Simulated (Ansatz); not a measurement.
Basis-set series for CH$_{8}$BNOSi, SMILES `CB(N)O[SiH3]`. Total charge 0; spin multiplicity 1. All single points use the PBE0-D4/def2-TZVP geometry. It is one conformer, not always the lowest.

Z-matrix (Å, degrees):
```
C
B 1 1.576
H 1 1.095 2 110.8
H 1 1.095 2 110.8 3 117.7
H 1 1.092 2 113.5 3 -121.2
N 2 1.401 1 122.1 3 121.0
O 2 1.382 1 121.2 3 -59.0
H 6 1.003 2 123.2 1 0.1
H 6 1.005 2 122.2 1 -179.9
Si 7 1.638 2 132.9 1 0.0
H 10 1.488 7 111.1 2 -60.4
H 10 1.488 7 111.1 2 60.5
H 10 1.483 7 107.5 2 -179.9
```

```tsv
functional	basis	functions	energy (Eh)	HOMO (eV)	LUMO (eV)
PBE0-D4	def2-SVP	114	-486.79121	-7.59	1.02
PBE0-D4	def2-QZVPP	538	-487.14698	-7.81	0.17
ωB97M-V	def2-SVP	114	-487.02346	-9.95	2.83
ωB97M-V	def2-QZVPP	538	-487.38734	-10.18	1.40
```

Task: Give the rows for def2-TZVPP. (Estimate.)

Result: Computed: 
```tsv
functional	basis	functions	energy (Eh)	HOMO (eV)	LUMO (eV)
PBE0-D4	def2-TZVPP	278	-487.12493	-7.78	0.38
ωB97M-V	def2-TZVPP	278	-487.36687	-10.16	1.85
```

Positive LUMOs are unbound and depend on the basis.
